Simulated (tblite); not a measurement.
Species: C5H15GeNSi.
SMILES with atom numbers: `[CH2:1]=[C:2]([CH3:3])[C@H:4]([NH:5][CH3:6])[GeH2:7][SiH3:8]` (hydrogens: H9, H10 on C1; H11, H12, H13 on C3; H14 on C4; H15 on N5; H16, H17, H18 on C6; H19, H20 on Ge7; H21, H22, H23 on Si8)

Computed with GFN2-xTB (tblite), gas phase: L-BFGS steps from a force-field or distance-geometry start until the largest atomic force falls under 0.01 eV/Å.

Step 24: E = -677.2490 eV
```
atom  x, y, z in Å  |  force x, y, z in eV/Å
C1     -1.4016   -1.1164   -0.9411   -0.025   0.027   0.030
C2     -0.7573   -0.6518    0.1202    0.032  -0.032   0.013
C3     -0.7271   -1.4070    1.4200    0.010  -0.009   0.021
C4     -0.0151    0.6529    0.0464   -0.025  -0.004   0.040
N5     -0.8713    1.7091   -0.4643   -0.018  -0.008   0.038
C6     -1.8566    2.1292    0.5137    0.000   0.029  -0.012
Ge7     1.5652    0.4043   -1.1506    0.027  -0.003  -0.031
Si8     2.9477   -1.3193   -0.3684    0.001  -0.009   0.005
H9     -1.9559   -2.0400   -0.9138    0.003   0.011  -0.005
H10    -1.4229   -0.5503   -1.8569   -0.024  -0.012   0.003
H11    -0.1304   -0.8923    2.1692    0.039   0.016  -0.008
H12    -1.7370   -1.5143    1.8127   -0.034  -0.023   0.010
H13    -0.3155   -2.4063    1.2836   -0.015   0.004  -0.032
H14     0.3563    0.9076    1.0573    0.003   0.008   0.055
H15    -0.2956    2.5098   -0.7164   -0.002   0.008  -0.010
H16    -2.4457    2.9455    0.0993   -0.032  -0.017  -0.017
H17    -1.4070    2.4692    1.4619    0.000  -0.023  -0.021
H18    -2.5174    1.2892    0.7343    0.028   0.032  -0.051
H19     2.2356    1.7717   -1.2356    0.011  -0.013   0.002
H20     1.0175    0.2436   -2.5460    0.026   0.002  -0.002
H21     4.1354   -1.5279   -1.1955   -0.014   0.026  -0.008
H22     3.3935   -1.0043    0.9922    0.011  -0.004  -0.007
H23     2.2001   -2.5753   -0.3119   -0.003  -0.006  -0.012
```

Step 25: E = -677.2498 eV
```
atom  x, y, z in Å  |  force x, y, z in eV/Å
C1     -1.4045   -1.1132   -0.9389   -0.018   0.029   0.030
C2     -0.7569   -0.6517    0.1222    0.019  -0.033   0.013
C3     -0.7252   -1.4084    1.4215    0.024   0.002   0.002
C4     -0.0144    0.6536    0.0489   -0.043  -0.030   0.038
N5     -0.8712    1.7075   -0.4674   -0.006  -0.013   0.085
C6     -1.8579    2.1287    0.5094   -0.004   0.023  -0.013
Ge7     1.5663    0.4012   -1.1472    0.007   0.016  -0.031
Si8     2.9508   -1.3209   -0.3700    0.006  -0.011   0.010
H9     -1.9604   -2.0365   -0.9146    0.016   0.029   0.001
H10    -1.4254   -0.5433   -1.8527   -0.028  -0.023   0.010
H11    -0.1249   -0.8942    2.1685    0.033   0.011  -0.005
H12    -1.7348   -1.5123    1.8160   -0.021  -0.035   0.011
H13    -0.3135   -2.4078    1.2827   -0.034   0.013  -0.025
H14     0.3535    0.9099    1.0613   -0.002   0.008   0.029
H15    -0.2952    2.5083   -0.7175    0.006   0.019  -0.020
H16    -2.4463    2.9447    0.0931   -0.027  -0.015  -0.011
H17    -1.4107    2.4680    1.4597   -0.002  -0.023  -0.044
H18    -2.5197    1.2892    0.7288    0.027   0.028  -0.051
H19     2.2355    1.7685   -1.2274    0.019  -0.004  -0.007
H20     1.0151    0.2434   -2.5417    0.031   0.005   0.000
H21     4.1379   -1.5276   -1.1987   -0.017   0.027  -0.003
H22     3.3955   -1.0045    0.9910    0.012  -0.012  -0.012
H23     2.2015   -2.5758   -0.3169    0.000  -0.013  -0.007
```

Step 26: E = -677.2507 eV
```
atom  x, y, z in Å  |  force x, y, z in eV/Å
C1     -1.4082   -1.1090   -0.9357   -0.007   0.023   0.024
C2     -0.7561   -0.6521    0.1247   -0.004  -0.018   0.012
C3     -0.7228   -1.4099    1.4235    0.029   0.011  -0.014
C4     -0.0142    0.6540    0.0527   -0.040  -0.044   0.028
N5     -0.8708    1.7057   -0.4695    0.016  -0.012   0.102
C6     -1.8594    2.1287    0.5044   -0.010   0.012  -0.014
Ge7     1.5677    0.3978   -1.1438   -0.021   0.034  -0.011
Si8     2.9542   -1.3230   -0.3715    0.004  -0.010   0.011
H9     -1.9653   -2.0320   -0.9155    0.024   0.038   0.010
H10    -1.4287   -0.5358   -1.8479   -0.031  -0.026   0.016
H11    -0.1181   -0.8961    2.1675    0.021   0.001  -0.001
H12    -1.7326   -1.5107    1.8198    0.005  -0.042   0.011
H13    -0.3119   -2.4093    1.2811   -0.047   0.013  -0.012
H14     0.3503    0.9125    1.0667   -0.007   0.004  -0.001
H15    -0.2949    2.5065   -0.7192    0.012   0.020  -0.025
H16    -2.4476    2.9434    0.0858   -0.019  -0.004  -0.007
H17    -1.4149    2.4661    1.4567   -0.002  -0.012  -0.053
H18    -2.5217    1.2897    0.7214    0.012   0.011  -0.043
H19     2.2357    1.7648   -1.2186    0.029   0.009  -0.017
H20     1.0132    0.2437   -2.5370    0.033   0.006  -0.002
H21     4.1403   -1.5266   -1.2024   -0.016   0.025   0.000
H22     3.3981   -1.0049    0.9894    0.014  -0.020  -0.013
H23     2.2030   -2.5765   -0.3227    0.004  -0.020  -0.001
```

Q: Estimate the geometry and energy of step 27. (The exact step hangs on the optimiser's Hessian estimate; all steps are aligned on step 26, rigid shifts and turns removed.)

A: E = -677.2517 eV, largest force 0.083 eV/Å
```
atom  x, y, z in Å  |  force x, y, z in eV/Å
C1     -1.4121   -1.1044   -0.9322    0.002   0.013   0.013
C2     -0.7553   -0.6528    0.1275   -0.027   0.007   0.013
C3     -0.7203   -1.4112    1.4254    0.021   0.013  -0.018
C4     -0.0145    0.6538    0.0571   -0.017  -0.035   0.014
N5     -0.8700    1.7039   -0.4700    0.036  -0.003   0.075
C6     -1.8611    2.1289    0.4993   -0.014  -0.002  -0.012
Ge7     1.5686    0.3950   -1.1405   -0.041   0.042   0.019
Si8     2.9577   -1.3253   -0.3727   -0.007  -0.003   0.005
H9     -1.9696   -2.0270   -0.9161    0.021   0.032   0.020
H10    -1.4327   -0.5289   -1.8428   -0.031  -0.019   0.016
H11    -0.1109   -0.8980    2.1664    0.008  -0.012   0.002
H12    -1.7302   -1.5098    1.8238    0.034  -0.043   0.011
H13    -0.3112   -2.4105    1.2792   -0.050   0.003  -0.001
H14     0.3468    0.9150    1.0722   -0.007  -0.006  -0.022
H15    -0.2946    2.5048   -0.7214    0.015   0.010  -0.021
H16    -2.4493    2.9422    0.0784   -0.011   0.010  -0.006
H17    -1.4191    2.4641    1.4529   -0.004   0.008  -0.041
H18    -2.5235    1.2903    0.7133   -0.010  -0.014  -0.030
H19     2.2362    1.7613   -1.2105    0.037   0.021  -0.024
H20     1.0120    0.2443   -2.5326    0.031   0.007  -0.008
H21     4.1425   -1.5253   -1.2060   -0.013   0.022   0.001
H22     3.4011   -1.0058    0.9877    0.017  -0.027  -0.010
H23     2.2046   -2.5778   -0.3284    0.010  -0.024   0.005
```

The energy changes by -0.0009 eV. The first-order estimate −F·Δx gives -0.0013 eV and the mean of the old and new forces, exact on a quadratic surface, -0.0009 eV. The step makes an angle of 77° with the force vector and moves no atom by more than 0.009 Å.

What follows is the cost of the whole relaxation. On one thread of an Arm Neoverse N1, shared host with 64 logical CPUs at a one-minute load of 35, this took 2.2 s.
